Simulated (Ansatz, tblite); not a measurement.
Isomers of TeAs5⁻ (singlet), found by a short tight-binding search and relaxed with r2SCAN-D4/def2-SVPD in Ansatz.

In the def2 sets Te takes a core potential; there is no spin–orbit coupling. The xTB rows come from tblite. B3LYP takes the VWN-RPA correlation. Correlated methods freeze 49 core orbitals; core or outer-core shells of As, Te are correlated, in sets that lack core-valence functions.

Run but left out: HF/def2-SVPD (C: restricted singlet, unstable towards broken spin symmetry).

C: The restricted singlet is unstable towards broken spin symmetry in Hartree–Fock (as tested in another run); at PBE-D4/def2-TZVPD, r2SCAN-D4/def2-TZVPD, B3LYP-D4/def2-TZVPD, PBE0-D4/def2-TZVPD and others this wasn't settled. At MP2/def2-SVPD the restricted singlet (for correlated methods, its reference) is unstable: a solution with broken spin symmetry lies lower.

Other spin states weren't relaxed.

A:

Cartesian coordinates in Å:
```
As -0.0160 -0.2006 -1.9313
As 1.9285 -0.2883 -0.0574
As -1.9032 -0.8992 -0.6914
As 0.6973 1.2654 1.3106
As -1.2613 1.3710 -0.5475
Te 0.5548 -1.2482 1.9169
```

B:

| atom | x (Å) | y (Å) | z (Å) |
| --- | --- | --- | --- |
| As1 | 1.686 | -0.497 | -0.842 |
| As2 | -0.383 | 0.661 | -1.514 |
| As3 | -1.514 | 0.134 | 0.698 |
| As4 | 1.426 | 1.867 | -0.302 |
| As5 | 0.921 | 0.135 | 1.413 |
| Te6 | -2.135 | -2.301 | 0.547 |

C:

```xyz
6

As   -0.028    0.010   -2.552
As    1.805    0.157    0.787
As   -1.712   -0.150   -0.972
As   -0.504   -0.059    1.019
As    2.046    0.191   -1.514
Te   -1.606   -0.148    3.232
```

Problem. Estimate their order by electronic energy at PBE0-D4/def2-TZVPD, counted from the lowest.

Solution. B (0.0) < A (2.2) < C (18.3), in kJ/mol.

Problem. Do the other levels pick the same lowest one?

Solution. Not GFN1-xTB, GFN2-xTB, PBE-D4/def2-TZVPD, r2SCAN-D4/def2-TZVPD, B3LYP-D4/def2-TZVPD, MP2/def2-SVPD. Energies above each level's lowest (kJ/mol):

```
                level     A     B     C
             GFN1-xTB  73.2  15.3   0.0
             GFN2-xTB  42.7  22.3   0.0
    PBE-D4/def2-TZVPD   0.0   6.1  16.8
 r2SCAN-D4/def2-TZVPD   3.6   4.9   0.0
  B3LYP-D4/def2-TZVPD   7.4   4.0   0.0
   PBE0-D4/def2-TZVPD   2.2   0.0  18.3
r2SCAN0-D4/def2-TZVPD   4.7   0.0   7.1
        MP2/def2-SVPD   4.3  14.0   0.0
```
Point groups (tolerance 0.1 Å): A Cs, B Cs, C C2v. Lower isomers may exist.
